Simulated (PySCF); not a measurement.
## UHF on Te²⁺ (tellurium, charge +2)

Configuration: [Kr] 4d10 5s2 5p2, high-spin 3P determinant. Computed with PySCF 2.14 in x2c-TZVPall (8s6p4d2f, 60 functions), with scalar relativity by spin-free X2C-1e.

```
Total energy                                                  : -6789.894794 hartree
One-electron energy                                           : -9283.3534 hartree
Hartree (Coulomb) energy                                      : 2667.8171 hartree
Exchange energy                                               : -174.3585 hartree
⟨S²⟩                                                          : 2.0074
⟨L²⟩                                                          : 2.021
Sum of ⟨r⟩                                                    : 31.31 bohr
Sum of ⟨r²⟩                                                   : 40.81 bohr²
Traceless quadrupole moment −½Σ⟨3z² − r²⟩ along its main axis : 2.57 e·bohr²
Langevin diamagnetic susceptibility                           : -32.3 ×10⁻⁶ cm³/mol
Time after the integrals                                      : 0.34 s of wall time on 1 thread of Neoverse-V1 (shared host)
```

```
shell  electrons  mean orbital energy (eV)  spread (eV)  rms radius, mean of both spins (bohr)
 1s α          1                  -31990.7            0                                 0.0318
 1s β          1                  -31990.6            0                                 0.0318
 2s α          1                   -5019.4            0                                  0.130
 2s β          1                   -5019.4            0                                  0.130
 2p α          3                   -4504.0        0.038                                  0.116
 2p β          3                   -4503.9        0.104                                  0.116
 3s α          1                   -1056.3            0                                  0.343
 3s β          1                   -1056.2            0                                  0.343
 3p α          3                   -884.29        0.010                                  0.343
 3p β          3                   -884.08        0.286                                  0.343
 3d α          5                   -623.13        0.165                                  0.322
 3d β          5                   -623.06        0.250                                  0.322
 4s α          1                   -212.95            0                                  0.814
 4s β          1                   -212.55            0                                  0.814
 4p α          3                   -157.02        0.045                                  0.878
 4p β          3                   -156.56        0.697                                  0.878
 4d α          5                   -72.617        0.456                                   1.04
 4d β          5                   -72.277        0.775                                   1.04
 5s α          1                   -39.591            0                                   2.14
 5s β          1                   -34.550            0                                   2.14
 5p α          2                   -27.309            0                                   2.52
```

Densities and radii are taken from the X2C orbitals without a picture-change correction, which distorts them close to the nucleus.
